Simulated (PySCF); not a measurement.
H$_{3}$BeFOSi (SMILES [F][Be][O][SiH3]), singlet, geometry from GFN2-xTB (such geometries of metal compounds can be far from the true shape); HF/6-31+G*, TDA (PySCF).

Here is a job for PySCF.
```python
from pyscf import gto, scf, tdscf

mol = gto.Mole()
mol.atom = '''
    Be    0.607897    0.199153    1.187850
    F     1.368338    0.427130    2.316873
    O    -0.049722   -0.037683   -0.018912
    Si   -0.810153   -0.246512   -1.434417
    H    -2.224635   -0.422597   -1.105635
    H    -0.225601   -1.434675   -2.056561
    H    -0.556474    0.969135   -2.207914
'''
mol.basis = '6-31+g*'
mol.charge = 0
mol.spin = 0
mol.verbose = 4
mol.build()

mf = scf.RHF(mol)
mf.kernel()
td = mf.TDA()
td.nstates = 5
td.kernel()
td.analyze()
```

What the program printed (banner, timings and long lists left out):

```
PySCF version 2.14.0

[INPUT] verbose = 4
[INPUT] num. atoms = 7
[INPUT] num. electrons = 38
[INPUT] charge = 0
[INPUT] spin (= nelec alpha-beta = 2S) = 0
[INPUT] symmetry False subgroup None
[INPUT] Mole.unit = angstrom
[INPUT] Symbol           X                Y                Z      unit          X                Y                Z       unit  Magmom
[...]
nuclear repulsion = 126.856467091987
number of shells = 40
number of NR pGTOs = 160
number of NR cGTOs = 82
basis = 6-31+g*
ecp = {}

******** <class 'pyscf.scf.hf.RHF'> ********
method = RHF
initial guess = minao
damping factor = 0
level_shift factor = 0
DIIS = <class 'pyscf.scf.diis.CDIIS'>
diis_start_cycle = 1
diis_space = 8
diis_damp = 0
SCF conv_tol = 1e-09
SCF conv_tol_grad = None
SCF max_cycles = 50
direct_scf = True
direct_scf_tol = 1e-13
Set gradient conv threshold to 3.16228e-05
Initial guess from minao.
init E= -479.783574039243
[...]
cycle= 1 E= -479.693001151548  delta_E= 0.0906  |g|= 0.699  |ddm|= 8.84
[...]
cycle= 2 E= -479.765576623781  delta_E= -0.0726  |g|= 0.442  |ddm|=  2.2
[...]
cycle= 3 E= -479.799485172165  delta_E= -0.0339  |g|= 0.0482  |ddm|= 0.394
[...]
cycle= 4 E= -479.800504576407  delta_E= -0.00102  |g|= 0.0122  |ddm|= 0.135
[...]
cycle= 5 E= -479.800553233581  delta_E= -4.87e-05  |g|= 0.00498  |ddm|= 0.0507
[...]
cycle= 6 E= -479.800561857187  delta_E= -8.62e-06  |g|= 0.00127  |ddm|= 0.0213
[...]
cycle= 7 E= -479.800562548467  delta_E= -6.91e-07  |g|= 0.000204  |ddm|= 0.0108
[...]
cycle= 8 E= -479.800562568293  delta_E= -1.98e-08  |g|= 4.35e-05  |ddm|= 0.00119
[...]
cycle= 9 E= -479.800562569262  delta_E= -9.69e-10  |g|= 8.29e-06  |ddm|= 0.000215
[...]
Extra cycle  E= -479.8005625693  delta_E= -3.81e-11  |g|= 3.19e-06  |ddm|= 5.57e-05
converged SCF energy = -479.8005625693

******** <class 'pyscf.tdscf.rhf.TDA'> for <class 'pyscf.scf.hf.RHF'> ********
nstates = 5 singlet
deg_eia_thresh = 1.000e-03
wfnsym = None
conv_tol = 1e-05
eigh lindep = 1e-12
eigh level_shift = 0
eigh max_cycle = 100

Excitation energies (eV)
[ 8.64801443  8.66534479  9.64092188  9.65890701 10.16407282]

** Singlet excitation energies and oscillator strengths **
Excited State   1:      8.64801 eV    143.37 nm  f=0.0014
      18 -> 20        0.11244
      19 -> 20        0.43943
      19 -> 24        0.36869
      19 -> 27        0.27718
      19 -> 31        0.13232
Excited State   2:      8.66534 eV    143.08 nm  f=0.0008
      18 -> 20        0.43340
      18 -> 24        0.37159
      18 -> 27        0.27722
      18 -> 31        0.13531
      19 -> 20       -0.10337
Excited State   3:      9.64092 eV    128.60 nm  f=0.0580
      18 -> 20        0.11994
      18 -> 23       -0.17349
      18 -> 24       -0.11665
      19 -> 20        0.28522
      19 -> 21        0.11284
      19 -> 23       -0.39304
      19 -> 24       -0.28723
      19 -> 31       -0.15182
Excited State   4:      9.65891 eV    128.36 nm  f=0.0633
      18 -> 20       -0.28272
      18 -> 22        0.13861
      18 -> 23        0.38832
      18 -> 24        0.28263
      18 -> 31        0.13949
      19 -> 20        0.10683
      19 -> 22       -0.13188
      19 -> 23       -0.13828
      19 -> 24       -0.11139
Excited State   5:     10.16407 eV    121.98 nm  f=0.0668
      17 -> 20       -0.21143
      18 -> 20       -0.15640
      18 -> 21       -0.10872
      18 -> 22       -0.25964
      18 -> 26        0.14698
      18 -> 27        0.11168
      18 -> 28       -0.16850
      19 -> 20        0.15345
      19 -> 21       -0.12260
      19 -> 22        0.28436
      19 -> 25       -0.11880
      19 -> 27       -0.11659
      19 -> 28        0.16918

** Transition electric dipole moments (AU) **
state          X           Y           Z        Dip. S.      Osc.
  1         0.0657      0.0465     -0.0047      0.0065      0.0014
  2         0.0438     -0.0414     -0.0009      0.0036      0.0008
  3         0.3649      0.2542     -0.2190      0.2457      0.0580
  4        -0.2551      0.4464      0.0546      0.2673      0.0633
  5         0.0799     -0.5107      0.0335      0.2684      0.0668

** Transition velocity dipole moments (imaginary part, AU) **
state          X           Y           Z        Dip. S.      Osc.
  1         0.0022     -0.0017      0.0074      0.0001      0.0001
  2        -0.0015      0.0070      0.0044      0.0001      0.0001
  3         0.1407      0.0971     -0.0848      0.0364      0.0685
  4        -0.0968      0.1689      0.0219      0.0384      0.0721
  5         0.0263     -0.1669      0.0110      0.0287      0.0512

** Transition magnetic dipole moments (imaginary part, AU) **
state          X           Y           Z
  1        -0.7560      1.0151      0.2685
  2         0.8512      0.7862     -0.5665
  3        -0.0988      0.1184      0.0123
  4        -0.1589     -0.0845      0.1106
  5         0.7786      0.0880     -0.5566
```
